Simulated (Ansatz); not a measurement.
One change: `C[N](C)[Hf]([Br])([N](C)C)[N](C)C` becomes `C[N](C)[Hf]([Cl])([N](C)C)[N](C)C`.

Ansatz, PBE0-D4/def2-TZVP geometries, multiplicity 1. Each molecule was computed in one conformer, which needn't be the lowest.

Elements past krypton have def2 core potentials. Scalar relativity is left out up to krypton.

```json
{"property": "size of the dipole moment (PBE/def2-TZVPP) / D", "`C[N](C)[Hf]([Br])([N](C)C)[N](C)C`": "3.25"}
{"property": "size of the dipole moment (B3LYP/def2-TZVPP) / D", "`C[N](C)[Hf]([Br])([N](C)C)[N](C)C`": "3.24"}
{"property": "HOMO–LUMO gap (PBE0/def2-TZVPP) / eV", "`C[N](C)[Hf]([Br])([N](C)C)[N](C)C`": "6.50"}
{"property": "LUMO energy (PBE0/def2-TZVPP) / eV", "`C[N](C)[Hf]([Br])([N](C)C)[N](C)C`": "0.08"}
{"property": "HOMO energy (PBE0/def2-TZVPP) / eV", "`C[N](C)[Hf]([Br])([N](C)C)[N](C)C`": "-6.42"}
{"property": "HOMO energy (PBE/def2-TZVPP) / eV", "`C[N](C)[Hf]([Br])([N](C)C)[N](C)C`": "-5.17"}
```

(1) Give the same properties after the change, and the shifts. (Estimate.)

Answers

(1) The calculation gave: 
```
                                        property  `C[N](C)[Hf]([Cl])([N](C)C)[N](C)C`  shift
  size of the dipole moment (PBE/def2-TZVPP) / D                                 2.89  -0.36
size of the dipole moment (B3LYP/def2-TZVPP) / D                                 2.87  -0.37
            HOMO–LUMO gap (PBE0/def2-TZVPP) / eV                                 6.55   0.05
              LUMO energy (PBE0/def2-TZVPP) / eV                                 0.20   0.12
              HOMO energy (PBE0/def2-TZVPP) / eV                                -6.35   0.07
               HOMO energy (PBE/def2-TZVPP) / eV                                -5.10   0.07
```

With PBE0 the HOMO rises by 0.07 eV and the LUMO rises by 0.12 eV, so the gap widens by about 0.05 eV. PBE moves the HOMO by 0.07 eV and ωB97M-V by 0.08 eV. Dipoles are sizes alone; their direction can turn.

B3LYP here is the variant with VWN-RPA as its local correlation; programs differ in this.

Spin–orbit coupling is left out; it splits and shifts lone-pair levels of the heavy atoms by tenths of an eV.
